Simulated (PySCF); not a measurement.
Cu: ionisation energy

Cu [Ar] 3d10 4s1 (2S) → Cu⁺ [Ar] 3d10 (1S), as a difference of total energies. Computed with PySCF 2.14 in aug-cc-pVDZ-PP with ECP10MDF (5s5p4d2f, 54 functions), with a scalar-relativistic core potential. Correlated levels: valence: 3s2 3p6 frozen. The calculations carry no spin-orbit coupling.

```tsv
method	ionisation energy (eV)	error (eV)
UHF	6.596	-1.130
MP2 (valence)	7.542	-0.184
SCS-MP2 (valence)	7.392	-0.334
CCSD (valence)	7.402	-0.324
CCSD(T) (valence)	7.529	-0.197
```

Reference: 7.726 eV (measured; NIST Atomic Spectra Database, ionization energies).

Errors of the correlated levels include the incompleteness of this basis and the frozen core.
